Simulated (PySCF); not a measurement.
1-bromobuta-1,2-diene (C4H5Br), SMILES CC=C=CBr.

Geometry optimised at PBE0-D3(BJ)/def2-SVP.

Two levels are set side by side: TDA-PBE/def2-SVPD (PySCF) and TDA-PBE0/def2-SVPD (PySCF). Vertical, same geometry. The lowest singlet is HOMO→LUMO 99 % with PBE and HOMO→LUMO 98 % with the other functional; states are paired by order. Differences are taken from unrounded values.

| quantity | TDA-PBE0 |
|---|---|
| lowest singlet excitation (eV) | 4.67 |
| lowest triplet excitation (TDA) (eV) | 4.06 |
| first bright state (f over 0.05) (eV) | 6.85 |
| its oscillator strength | 0.63 |

Question: What does TDA-PBE give, and how far is it from TDA-PBE0? (Estimate from the structure and the level; the computed values follow.)

Answer: 
```csv
quantity,TDA-PBE,TDA-PBE minus TDA-PBE0
lowest singlet excitation (eV),4.34,-0.33
lowest triplet excitation (TDA) (eV),3.91,-0.16
first bright state (f over 0.05) (eV),5.94,-0.92
its oscillator strength,0.07,-0.56
```

Functionals without exact exchange tend to place singlet excitations lower, as here. Differences between two approximate levels are no errors against the true value.

Rough cost on one machine, each run with all the roots and properties that it gave: TDA-PBE0 against TDA-PBE about 2 times.
